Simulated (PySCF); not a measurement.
Members of one series of related molecules.

All values: B3LYP/def2-SVPD (PySCF) at GFN2-xTB geometries, gas phase, one conformer each. Core orbitals are frozen in the response; Δα² is half the sum of the squared differences of the principal polarisabilities.

Problem. Rank by mean static polarisability, highest first.
A. `C([SiH2]CCCl)#N`
B. `N#C[SiH2][SiH2]CCl`
C. `C([SiH2]CC)#N`
D. `N#C[SiH2][SiH2]CCCl`
E. `N#C[SiH2]/C=C/Cl`
F. `N#C[SiH2]C[SiH2]Cl`

Solution. D (15.87 Å³), B (14.21 Å³), F (13.45 Å³), E (12.15 Å³), A (11.59 Å³), C (9.77 Å³).

Problem. Rank by HOMO energy, lowest first.
A. `N#C[SiH2][SiH2]CCl`
B. `Cl[SiH2]C[SiH2]C#N`
C. `N#C[SiH2]CCCl`
D. `N#C[SiH](C#N)CCCl`
E. `N#C[SiH2][SiH2]CCCl`
F. `N#C[SiH2]/C=C/Cl`

Solution. D (-8.98 eV), B (-8.81 eV), C (-8.52 eV), E (-8.36 eV), A (-8.22 eV), F (-7.98 eV).

Problem. Rank by polarisability anisotropy Δα, lowest first.
A. `[N:1]#[C:2][SiH:3]([C:4]#[N:5])[CH2:6][CH2:7][Cl:8]` with C2–Si3–C6–C7 47°, Si3–C6–C7–Cl8 50°
B. `[N:1]#[C:2][SiH2:3][SiH2:4][CH2:5][Cl:6]` with C2–Si3–Si4–C5 -43°, Si3–Si4–C5–Cl6 -56°
C. `[CH3:1][CH2:2][SiH2:3][C:4]#[N:5]` with C1–C2–Si3–C4 58°
D. `[N:1]#[C:2][SiH2:3][CH2:4][CH2:5][Cl:6]` with C2–Si3–C4–C5 46°, Si3–C4–C5–Cl6 55°
E. `[N:1]#[C:2][SiH2:3]/[CH:4]=[CH:5]/[Cl:6]` with C2–Si3–C4–C5 -125°

Solution. D (1.46 Å³), B (1.90 Å³), C (2.43 Å³), A (3.88 Å³), E (7.12 Å³).

All values together:

```
             SMILES                           change     formula  μ (D)  HOMO (eV)  LUMO (eV)  α (Å³)  Δα (Å³)  electrons  α per electron (Å³)
      N#C[SiH2]CCCl                           parent   C3H6ClNSi   4.22      -8.52      -0.80   11.59     1.46         62                0.187
N#C[SiH2][SiH2]CCCl   SiH2 inserted into a Si-C bond  C3H8ClNSi2   4.23      -8.36      -0.97   15.87     2.38         78                0.203
   N#C[SiH2]/C=C/Cl             C-C bond made double   C3H4ClNSi   3.58      -7.98      -1.55   12.15     7.12         60                0.202
 N#C[SiH2]C[SiH2]Cl                 C replaced by Si  C2H6ClNSi2   3.77      -8.81      -0.87   13.45     2.34         70                0.192
 N#C[SiH2][SiH2]CCl                 C replaced by Si  C2H6ClNSi2   4.00      -8.22      -1.19   14.21     1.90         70                0.203
  N#C[SiH](C#N)CCCl           H on Si replaced by CN  C4H5ClN2Si   4.50      -8.98      -1.62   13.50     3.88         74                0.182
        CC[SiH2]C#N  terminal Cl group replaced by H     C3H7NSi   4.04      -8.84      -0.70    9.77     2.43         46                0.212
```

Conformers: `[N:1]#[C:2][SiH2:3][CH2:4][CH2:5][Cl:6]` with C2–Si3–C4–C5 46°, Si3–C4–C5–Cl6 55°; `[N:1]#[C:2][SiH2:3][SiH2:4][CH2:5][CH2:6][Cl:7]` with C2–Si3–Si4–C5 -24°, Si3–Si4–C5–C6 -80°, Si4–C5–C6–Cl7 52°; `[N:1]#[C:2][SiH2:3]/[CH:4]=[CH:5]/[Cl:6]` with C2–Si3–C4–C5 -125°; `[N:1]#[C:2][SiH2:3][CH2:4][SiH2:5][Cl:6]` with C2–Si3–C4–Si5 61°, Si3–C4–Si5–Cl6 64°; `[N:1]#[C:2][SiH2:3][SiH2:4][CH2:5][Cl:6]` with C2–Si3–Si4–C5 -43°, Si3–Si4–C5–Cl6 -56°; `[N:1]#[C:2][SiH:3]([C:4]#[N:5])[CH2:6][CH2:7][Cl:8]` with C2–Si3–C6–C7 47°, Si3–C6–C7–Cl8 50°; `[CH3:1][CH2:2][SiH2:3][C:4]#[N:5]` with C1–C2–Si3–C4 58°.

Problem. Give the shifts from the parent, `N#C[SiH2]CCCl`.

Solution. 
```
             SMILES  change in μ (D)  change in HOMO (eV)  change in LUMO (eV)  change in mean α (Å³)
N#C[SiH2][SiH2]CCCl            +0.01                +0.16                -0.17                  +4.28
   N#C[SiH2]/C=C/Cl            -0.64                +0.54                -0.75                  +0.56
 N#C[SiH2]C[SiH2]Cl            -0.45                -0.29                -0.07                  +1.86
 N#C[SiH2][SiH2]CCl            -0.22                +0.30                -0.39                  +2.62
  N#C[SiH](C#N)CCCl            +0.28                -0.46                -0.82                  +1.91
        CC[SiH2]C#N            -0.18                -0.32                +0.10                  -1.82
```

Problem. How closely does the mean polarisability follow the number of electrons in this set?

Solution. The correlation coefficient is 0.95; α per electron runs from 0.182 to 0.212 Å³.
